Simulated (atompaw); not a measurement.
## How hard is this lead (Pb) PAW (atompaw) potential?

atompaw 4.2.0.5 input, output lines left out:

```
Pb 82
LDA-PW scalarrelativistic loggrid 2001 logderivrange -4 5 226
6 6 5 4 0 0
6 1 1.5
0 0 0
c
c
c
c
c
v
c
c
c
c
v
c
c
v
c
2
3.00 2.50 2.20 2.60
y
1.5
n
y
0.1
n
y
1.6
n
custom polynom2 7 10 vanderbiltortho besselshape
3 1 ultrasoft
1.65
3.00
3.00
3.00
3.00
2.35
```

The pseudo-atom Hamiltonian at the reference potential is diagonalised in spherical Bessel functions j_l(qr) that vanish at 20 bohr, with q² up to the cutoff. All-electron valence levels (Ry): 6s -1.1609, 6p -0.4984, 5d -1.8348.

**Question.** How do the lowest levels (Ry) of each channel move with the cutoff, and are there ghosts?

**Answer.**

```csv
cutoff (Ry),s #1,s #2,s #3,p #1,p #2,d #1,f #1,f #2,Σ f·Δε (mRy)
8,-1.1483,-0.1716,-0.0197,-0.4959,-0.0725,-1.8227,0.0285,0.1309,150.0
10,-1.1574,-0.1736,-0.0204,-0.4972,-0.0728,-1.8294,0.0285,0.1308,62.7
12,-1.1607,-0.1764,-0.0218,-0.4973,-0.0728,-1.8328,0.0285,0.1307,22.7
18,-1.1618,-0.9525,-0.1699,-0.4982,-0.0729,-1.8337,0.0285,0.1306,13.6
21,-1.2159,-1.1602,-0.1710,-0.4982,-0.0729,-1.8342,0.0285,0.1305,7.6
25,-1.3646,-1.1608,-0.1716,-0.4983,-0.0729,-1.8345,0.0285,0.1305,4.0
30,-1.4743,-1.1608,-0.1720,-0.4984,-0.0730,-1.8345,0.0285,0.1305,3.3
35,-1.5147,-1.1608,-0.1723,-0.4984,-0.0730,-1.8347,0.0285,0.1305,1.6
45,-1.5258,-1.1608,-0.1723,-0.4984,-0.0730,-1.8348,0.0285,0.1305,0.9
50,-1.5259,-1.1609,-0.1723,-0.4984,-0.0730,-1.8348,0.0285,0.1305,0.5
55,-1.5260,-1.1609,-0.1723,-0.4984,-0.0730,-1.8348,0.0285,0.1305,0.5
400,-1.5263,-1.1609,-0.1723,-0.4985,-0.0730,-1.8348,0.0285,0.1305,0.0
```

Result: ghost state, extra bound levels that the all-electron valence spectrum of the same l lacks: s at -20.8 eV (a true bound ghost makes a file unfit for plane-wave use); 10 mRy is reached at 21 Ry and 1 mRy at 45 Ry.
